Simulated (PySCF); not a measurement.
**How methods differ on the ionisation energy of Si⁺**

Si⁺ [Ne] 3s2 3p1 (2P) → Si²⁺ [Ne] 3s2 (1S), as a difference of total energies. All numbers are calculated (PySCF 2.14, the non-relativistic Hamiltonian (point nucleus), in def2-QZVPPD). Correlated levels: valence: [Ne] frozen; valence and next inner shell: 1s2 frozen. The calculations carry no spin-orbit coupling.

```json
{"method": "UHF", "ionisation energy (eV)": "15.846", "plus first-order spin-orbit estimate": "15.867", "error of that sum (eV)": "-0.479"}
{"method": "LDA", "ionisation energy (eV)": "16.371", "plus first-order spin-orbit estimate": "16.391", "error of that sum (eV)": "+0.045"}
{"method": "PBE", "ionisation energy (eV)": "16.412", "plus first-order spin-orbit estimate": "16.432", "error of that sum (eV)": "+0.086"}
{"method": "PBE0", "ionisation energy (eV)": "16.437", "plus first-order spin-orbit estimate": "16.457", "error of that sum (eV)": "+0.111"}
{"method": "r2SCAN", "ionisation energy (eV)": "16.538", "plus first-order spin-orbit estimate": "16.558", "error of that sum (eV)": "+0.212"}
{"method": "PBEsol", "ionisation energy (eV)": "16.344", "plus first-order spin-orbit estimate": "16.364", "error of that sum (eV)": "+0.018"}
{"method": "PW91", "ionisation energy (eV)": "16.466", "plus first-order spin-orbit estimate": "16.486", "error of that sum (eV)": "+0.140"}
{"method": "LC-wPBE", "ionisation energy (eV)": "16.579", "plus first-order spin-orbit estimate": "16.599", "error of that sum (eV)": "+0.253"}
{"method": "BP86", "ionisation energy (eV)": "16.497", "plus first-order spin-orbit estimate": "16.517", "error of that sum (eV)": "+0.171"}
{"method": "MP2 (valence)", "ionisation energy (eV)": "16.139", "plus first-order spin-orbit estimate": "16.160", "error of that sum (eV)": "-0.186"}
{"method": "SCS-MP2 (valence)", "ionisation energy (eV)": "16.131", "plus first-order spin-orbit estimate": "16.151", "error of that sum (eV)": "-0.195"}
{"method": "MP2 (valence and next inner shell)", "ionisation energy (eV)": "16.134", "plus first-order spin-orbit estimate": "16.154", "error of that sum (eV)": "-0.192"}
{"method": "SCS-MP2 (valence and next inner shell)", "ionisation energy (eV)": "16.125", "plus first-order spin-orbit estimate": "16.146", "error of that sum (eV)": "-0.200"}
```

Reference: 16.346 eV (measured; NIST Atomic Spectra Database, ionization energies).

A first-order spin-orbit estimate (lowest level to lowest level, LS coupling) adds 0.021 eV.

Errors of the correlated levels include the incompleteness of this basis and the frozen core.
